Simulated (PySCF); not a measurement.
## Titanium: a sound run and one with changed settings

Sound run: Ti⁺ [Ar] 3d2 4s1, Ti²⁺ [Ar] 3d2. Calculation: PySCF 2.14, in cc-pVTZ-DK (7s6p4d2f1g, 68 functions); scalar relativity by spin-free X2C-1e. The sound run starts from symmetry-adapted Hartree-Fock orbitals and uses a fine grid where one is needed.

A second run was set up differently.

| species | method | sound run (hartree) | changed run (hartree) | converged |
| --- | --- | --- | --- | --- |
| Ti⁺ | UHF | -852.54329 | -852.54329 | yes |
| Ti⁺ | M06-2X | -853.46023 | -853.47263 | yes |
| Ti⁺ | r2SCAN | -853.43373 | -853.60449 | yes |
| Ti²⁺ | UHF | -852.06777 | -852.06777 | yes |
| Ti²⁺ | M06-2X | -852.96088 | -852.97322 | yes |
| Ti²⁺ | r2SCAN | -852.92523 | -853.08398 | yes |

Ionisation energy of Ti⁺:

```
method  sound run (eV)  changed run (eV)
   UHF          12.940            12.940
M06-2X          13.588            13.590
r2SCAN          13.837            14.164
```

Question: What was changed?
A. a valence shell is frozen
B. angular grid far too coarse
C. minimal basis
D. basis contracted for another Hamiltonian

Answer: B. It used 14 angular points. A coarse angular grid integrates products of high-l functions wrongly, so density functionals can shift, and the SCF can exploit the error; Hartree-Fock and MP2 need no grid.
